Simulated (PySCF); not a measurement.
Sr (SMILES [Sr]), singlet (core potentials on Sr). Base run: PBE0/def2-SVP (PySCF).

Input for PySCF:
```python
from pyscf import gto, scf, dft

mol = gto.M(
    atom='''
Sr    0.00000000    0.00000000    0.00000000
''',
    basis='def2-svp',
    ecp={'Sr': 'def2-svp'},
    verbose=4,
)

mf = dft.RKS(mol)
mf.xc = 'pbe0'
mf.kernel()
```

The base run was repeated with changes; each row names its change, and settings that it needs were set with it.

| change | ΔE vs base (µEh) | SCF cycles |
|---|---|---|
| base | 0.0 | 9 |
| diis_space = 12 | 0.0 | 9 |
| init_guess = 1e | 0.0 | 7 |
| solver = newton; init_guess = 1e | 0.0 | - |
| level_shift = 0.5 (with mf.max_cycle = 100) | 0.0 | 28 |
| level_shift = 1.0 (with mf.max_cycle = 100) | 0.0 | 48 |
| diis = off (with mf.max_cycle = 100) | 0.0 | 11 |
| conv_tol = 1e-6 | 0.0 | 7 |
| conv_tol_grad = 1e-3 | 0.0 | 9 |
| init_guess = atom | 0.0 | 5 |
| init_guess = mod_huckel | 0.0 | 5 |
| conv_tol = 1e-12 | 0.0 | 10 |
| diis_space = 4 | 0.0 | 9 |
